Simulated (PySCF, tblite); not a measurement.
C₉H₁₁P.
SMILES with atom numbers: `[CH2:1]=[CH:2][c:3]1[cH:4][pH:5][c:6]([CH3:7])[c:8]1[CH:9]=[CH2:10]` (hydrogens: H11, H12 on C1; H13 on C2; H14 on C4; H15 on P5; H16, H17, H18 on C7; H19 on C9; H20, H21 on C10)

Cartesian coordinates in Å at the GFN2-xTB level; atoms count from 1:
```
atom  x, y, z in Å
C1     3.0919    0.7786    0.6478
C2     2.0289    0.6434   -0.1345
C3     0.9630   -0.3216    0.0878
C4     1.1535   -1.5427    0.6473
P5    -0.3163   -2.5659    0.5469
C6    -1.2429   -1.1358   -0.0705
C7    -2.7135   -1.1871   -0.3253
C8    -0.4198   -0.0811   -0.3152
C9    -0.8985    1.1775   -0.8688
C10   -0.4711    2.3829   -0.5159
H11    3.8675    1.4933    0.4320
H12    3.2183    0.1892    1.5408
H13    1.9128    1.2729   -1.0079
H14    2.1104   -1.9282    0.9550
H15   -0.7322   -2.4472    1.8760
H16   -2.9257   -1.0987   -1.3921
H17   -3.2196   -0.3672    0.1845
H18   -3.1277   -2.1288    0.0293
H19   -1.6929    1.0840   -1.6001
H20   -0.8758    3.2768   -0.9601
H21    0.2809    2.5228    0.2425
```

Method used: PBE0/pcSseg-1 in PySCF (dipole) on a GFN2-xTB geometry, gas phase.

Masses are those of the commonest isotopes; rigid-rotor values at the optimised geometry. The values belong to one conformer with, in the numbering `[CH2:1]=[CH:2][c:3]1[cH:4][pH:5][c:6]([CH3:7])[c:8]1[CH:9]=[CH2:10]`, C1–C2–C3–C4 -32°, C6–C8–C9–C10 142°.

**Question.** Give the principal moments of inertia and the rotational constants in cm⁻¹.

**Answer.** Ia = 331.87, Ib = 478.41, Ic = 788.65 u·Å²; 505379 MHz·u·Å²/I gives 1523, 1056 and 640.8 MHz, that is A = 0.05080, B = 0.03524, C = 0.02138 cm⁻¹.

**Question.** Classify the top.

**Answer.** An asymmetric top; Ray's κ = -0.058.

**Question.** What does the inertial defect say?

**Answer.** Not planar: Δ = Ic − Ia − Ib = -21.62 u·Å². For a rigid frame Δ = −2 Σ m c², so Σ m c² = 10.81 u·Å² lies off the ab plane: 6.62 from hydrogen and 4.20 from heavier atoms. The atom farthest from that plane is 1.37 Å away.

**Question.** Give the other two planar moments, Paa and Pbb, and the rms extents of the mass along the axes.

**Answer.** Paa = Σ m a² = (Ib + Ic − Ia)/2 = 467.60 and Pbb = Σ m b² = (Ia + Ic − Ib)/2 = 321.06 u·Å². With the mass M = 150.06 u, the rms extents √(P/M) along a, b and c are 1.77, 1.46, 0.27 Å.

**Question.** List the rotational levels J(Ka,Kc) to J = 3 (cm⁻¹).

**Answer.** Above 0(0,0):
J = 1: 1(0,1) 0.0566, 1(1,1) 0.0722, 1(1,0) 0.0860
J = 2: 2(0,2) 0.1638, 2(1,2) 0.1715, 2(1,1) 0.2131, 2(2,1) 0.2598, 2(2,0) 0.2658
J = 3: 3(0,3) 0.3146, 3(1,3) 0.3174, 3(1,2) 0.3987, 3(2,2) 0.4296, 3(2,1) 0.4547, 3(3,1) 0.5453, 3(3,0) 0.5471
Those of J = 1 are B + C, A + C and A + B.

**Question.** Which lines would a microwave search look for?

**Answer.** The dipole components are |μa| = 0.09 D, |μb| = 0.80 D, |μc| = 0.58 D. The squared components, which scale the intensities, stand as 0.01 : 1.00 : 0.53 (a : b : c). Some lines, for components of 0.1 D or more:

| type | branch | J(Ka,Kc) | MHz | lower level (cm⁻¹) |
| --- | --- | --- | --- | --- |
| c | Q | 1(1,1) ← 1(0,1) | 466 | 0.057 |
| b | Q | 1(1,0) ← 1(0,1) | 882 | 0.057 |
| c | Q | 2(2,1) ← 2(1,1) | 1399 | 0.213 |
| b | Q | 2(1,1) ← 2(0,2) | 1478 | 0.164 |
| b | Q | 2(2,0) ← 2(1,1) | 1579 | 0.213 |
| b | Q | 2(2,1) ← 2(1,2) | 2646 | 0.172 |
| c | R | 2(1,1) ← 1(0,1) | 4692 | 0.057 |
| c | R | 2(2,0) ← 1(1,0) | 5389 | 0.086 |
| c | R | 2(2,1) ← 1(1,1) | 5625 | 0.072 |
| b | R | 2(2,0) ← 1(1,1) | 5805 | 0.072 |

**Question.** Estimate the classical rotational partition function at 10 K, 25 K and 100 K.

**Answer.** Point group C1, symmetry number σ = 1; q = (√π/σ)·√((kT/h)³/(ABC)), k/h = 20836.6 MHz/K: 5250 at 10 K, 20800 at 25 K, 166000 at 100 K.

Its GFN2-xTB frequencies are all real (lowest 67 cm⁻¹). Zero-point vibration and centrifugal distortion are left out. A rigid rotor knows nothing of internal rotation, which can split or shift real lines.

Cost: about 2.8 min of CPU time on one thread (grids of density and orbitals included); the machine was shared, so the figure is rough. This is the PBE0/pcSseg-1 job that gave the dipole, with the shieldings it also computed.
